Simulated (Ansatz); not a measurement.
Cost and result for the atomization energy of `F[B]1[CH2][AlH]1` (7 atoms, 7 bonds).

The species carries charge 0 and has multiplicity 1. The geometry is a stationary point of PBE0-D4/def2-TZVP. Program: Ansatz. All runs use 2 threads of an Arm Neoverse V2 on a shared host. Times are those of one run each, without the atoms' runs, and a repeat can differ threefold. Electronic energies, without spin–orbit coupling; frozen cores. CCSD(T)/CBS adds CCSD(T) − MP2 in def2-TZVPP to the MP2 limit, and its time is that of the two runs behind it. T1 = 0.014. B3LYP takes the VWN-RPA correlation (the form of Gaussian; ORCA's B3LYP/G). HSE06 is the plane-wave form, built on full-range PBE exchange.

CCSD(T)/CBS is a level of theory with its own doubt, some kJ/mol a heavy atom from the limit and from the frozen cores, so smaller differences don't rank the functionals.

```csv
level,functions,wall time,atomization (kcal/mol),difference from CCSD(T)/CBS,per bond
LDA (SPW92)/def2-TZVPP,177,0.85 s,683.7,95.5,13.6
CCSD(T)/def2-SVP,75,1.3 s,561.5,-26.7,-3.8
revPBE-D4/def2-TZVPP,177,1.4 s,590.2,2.0,0.3
PBE-D4/def2-TZVPP (with forces),177,1.8 s,607.6,19.4,2.8
PBE0-D4/def2-TZVPP,177,1.9 s,594.1,5.9,0.8
HSE06-D4/def2-TZVPP,177,2.1 s,594.7,6.5,0.9
B3LYP-D4/def2-TZVPP (with forces),177,2.6 s,589.3,1.1,0.2
B2PLYP/def2-TZVPP,177,3.6 s,584.7,-3.5,-0.5
r2SCANh-D4/def2-TZVPP,177,3.7 s,593.9,5.7,0.8
ωB97M-V/def2-TZVPP (with forces),177,8 s,593.2,5.0,0.7
MP2/def2-QZVPP,331,11 s,598.6,10.4,1.5
CCSD(T)/def2-TZVPP,177,27 s,573.5,-14.7,-2.1
CCSD(T)/CBS(def2),–,38 s,588.2,0.0,0.0
```

In def2-TZVPP, CCSD(T) changes the Hartree–Fock value by +140.4 kcal/mol (the triples alone add +11.1 kcal/mol) and MP2 by +156.7 kcal/mol; breaking electron pairs costs correlation energy, which Hartree–Fock lacks. At CCSD(T), def2-SVP lies −26.7 kcal/mol from the extrapolated value and def2-TZVPP −14.6 kcal/mol: correlation converges slowly with the basis, and small sets miss more of it in the bonded molecule than in its fragments. The D4 term adds +4.2 kcal/mol with B3LYP and +2.2 kcal/mol with PBE0; it sums over pairs of atoms, weighted by their polarisabilities, and B3LYP, whose exchange is more repulsive, gets the larger term.
